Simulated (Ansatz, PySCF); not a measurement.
This Ansatz (a first-principles code) input computes a B3LYP/def2-TZVPD energy:

Ansatz 0.2 input:
```yaml
crystal:
  periodic: [false, false, false]
  atoms:
    - {symbol: Si, position_ang: [-0.03443636, -0.00053109, 0.02819264]}
    - {symbol: C, position_ang: [1.73943789, -0.46550955, -0.35199794]}
    - {symbol: N, position_ang: [-0.50229307, -0.88149394, 1.47888616]}
    - {symbol: N, position_ang: [-0.93881532, -0.28989449, -1.40528454]}
    - {symbol: N, position_ang: [-0.33619678, 1.61983438, 0.47956845]}
    - {symbol: H, position_ang: [2.14129991, 0.19222484, -1.12686312]}
    - {symbol: H, position_ang: [2.36723283, -0.36379370, 0.53484854]}
    - {symbol: H, position_ang: [1.82479931, -1.49559148, -0.70728662]}
    - {symbol: H, position_ang: [-0.59465618, -1.88856249, 1.32800378]}
    - {symbol: H, position_ang: [-1.90763345, -0.01868049, -1.46296238]}
    - {symbol: H, position_ang: [-0.72342486, -1.05052475, -2.02932018]}
    - {symbol: H, position_ang: [-0.39355942, 1.88245303, 1.44873394]}
    - {symbol: H, position_ang: [-0.22744027, 2.40384604, -0.14005387]}
basis:
  gaussian:
    orbitals: def2-TZVPD
hamiltonian:
  xc: {name: B3LYP}
magnetization: {spin_polarized: true, initial_magnetization: 1}
output: {forces: true}
```

**Question.** Write an input for the same energy in PySCF and say what it gives.

**Answer.** 
```python
from pyscf import gto, scf, dft

mol = gto.M(
    atom='''
    Si   -0.03443636   -0.00053109    0.02819264
    C     1.73943789   -0.46550955   -0.35199794
    N    -0.50229307   -0.88149394    1.47888616
    N    -0.93881532   -0.28989449   -1.40528454
    N    -0.33619678    1.61983438    0.47956845
    H     2.14129991    0.19222484   -1.12686312
    H     2.36723283   -0.36379370    0.53484854
    H     1.82479931   -1.49559148   -0.70728662
    H    -0.59465618   -1.88856249    1.32800378
    H    -1.90763345   -0.01868049   -1.46296238
    H    -0.72342486   -1.05052475   -2.02932018
    H    -0.39355942    1.88245303    1.44873394
    H    -0.22744027    2.40384604   -0.14005387
    ''',
    basis='def2-tzvpd',
    charge=0,
    spin=1,
    verbose=4,
)

mf = dft.UKS(mol, xc='b3lyp').density_fit(auxbasis='def2-universal-jkfit')
mf.grids.level = 3
mf.conv_tol = 1e-9
mf.max_cycle = 100
mf.max_memory = 1500
mf.kernel()
if not mf.converged:
    mf = mf.newton()
    mf.kernel(mf.make_rdm1())
for _ in range(2):
    mo, _, stable, _ = mf.stability(return_status=True)
    if stable:
        break
    mf.kernel(mf.make_rdm1(mo, mf.mo_occ))
mf.analyze()
```
It gives -496.83549 Eh, and Ansatz -496.83538 Eh, a difference of 0.11 mEh, from the treatment of integrals and grids.

It need not be the lowest isomer of its formula.
